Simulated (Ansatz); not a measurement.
The first iterations of a band of CH$_{4}$BNO (8 atoms, charge 0, multiplicity 1).

Level of theory: RKS PBE-D4/def2-mTZVP (Ansatz).

* movable images: 7
* climbing image: yes
* spring: 5.0 eV/Å²
* optimiser: quadratic models (default)
* start path: IDPP
* force threshold: 0.03 eV/Å
* iteration limit: 60
* end points: relaxed

First end point:

```xyz
8
Properties=species:S:1:pos:R:3
N -0.778 0.868 -0.465
B 0.405 0.133 -0.441
C 0.540 -0.959 0.718
O 1.516 -1.681 0.892
H -0.986 1.592 -1.149
H -1.531 0.732 0.211
H 1.264 0.324 -1.253
H -0.338 -1.067 1.431
```

Last end point:

```xyz
8
Properties=species:S:1:pos:R:3
N -0.781 0.862 -0.470
B 0.407 0.137 -0.438
C 0.543 -0.954 0.722
O 1.514 -1.682 0.889
H -1.537 0.720 0.201
H -0.993 1.582 -1.157
H 1.271 0.334 -1.244
H -0.333 -1.057 1.441
```

| iteration | highest image above the first end (eV) | largest band force component (eV/Å) |
| --- | --- | --- |
| 1 | 1.800 | 2.263 |
| 2 | 1.714 | 1.929 |
| 3 | 1.677 | 0.726 |

Question: Does the band converge within its limit, and where does its top end?

Answer: The forces met the threshold. It ended after 9 iterations with the highest image 1.475 eV above the first end. A vibrational analysis at the climbing image gives 2 clearly imaginary modes (870i, 74i cm⁻¹): a point of higher order, so a lower path passes nearby.

Time of the run: 110 s on 1 CPU thread of a shared host.
